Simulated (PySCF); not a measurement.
Sn²⁺ (tin, charge +2): UHF calculation

Configuration: [Kr] 4d9 5s2 5p1, one real determinant (an excited configuration). All numbers are calculated (PySCF 2.14, the spin-free X2C one-electron Hamiltonian (Gaussian nucleus), in x2c-QZVPPall).

```json
{"Total energy": "-6172.117180 hartree", "One-electron energy": "-8444.5378 hartree", "Hartree (Coulomb) energy": "2435.6239 hartree", "Exchange energy": "-163.2034 hartree", "⟨S²⟩": "2.0109", "⟨L²⟩": "8.049", "Sum of ⟨r⟩": "30.15 bohr", "Sum of ⟨r²⟩": "39.00 bohr²", "Traceless quadrupole moment −½Σ⟨3z² − r²⟩ along its main axis": "-2.86 e·bohr²", "Langevin diamagnetic susceptibility": "-30.9 ×10⁻⁶ cm³/mol"}
```

```csv
shell,electrons,mean orbital energy (eV),spread (eV),"rms radius, mean of both spins (bohr)"
1s α,1,-29372.6,0,0.0333
1s β,1,-29372.5,0,0.0333
2s α,1,-4550.0,0,0.136
2s β,1,-4549.5,0,0.136
2p α,3,-4082.6,0.587,0.121
2p β,3,-4082.0,0.160,0.121
3s α,1,-939.34,0,0.361
3s β,1,-939.02,0,0.361
3p α,3,-782.43,1.069,0.362
3p β,3,-782.02,0.452,0.362
3d α,5,-540.58,1.098,0.341
3d β,5,-539.87,1.703,0.341
4s α,1,-186.35,0,0.868
4s β,1,-183.64,0,0.868
4p α,3,-136.11,2.180,0.941
4p β,3,-132.84,2.280,0.941
4d α,5,-60.467,2.126,1.14
4d β,4,-59.010,0.897,1.14
5s α,1,-33.477,0,2.32
5s β,1,-30.704,0,2.32
5p α,1,-24.512,0,2.70
```

⟨L²⟩ = 8.05 against 12 for a pure F term, so this real determinant mixes terms.

Densities and radii are taken from the X2C orbitals without a picture-change correction, which distorts them close to the nucleus.

Spin-orbit constants ζ (cm⁻¹) from the X2C one-electron operator on these orbitals: bare nucleus, nucleus screened by l(l+1)(2l+1)/3 electrons, and screened by the Breit-Pauli mean field of the electrons.

| shell | bare | screened nucleus | mean field |
| --- | --- | --- | --- |
| 2p | 1234000 | 1184000 | n/a |
| 3p | 228500 | 219300 | n/a |
| 3d | 34340 | 27470 | n/a |
| 4p | 39750 | 38160 | n/a |
| 4d | 4284 | 3427 | n/a |
| 5p | 3937 | 3780 | n/a |

To first order the Landé constant is A = -512.5 cm⁻¹, so the lowest level has J = 4 and lies 0.191 eV below the centre of the term. This holds in LS coupling only.
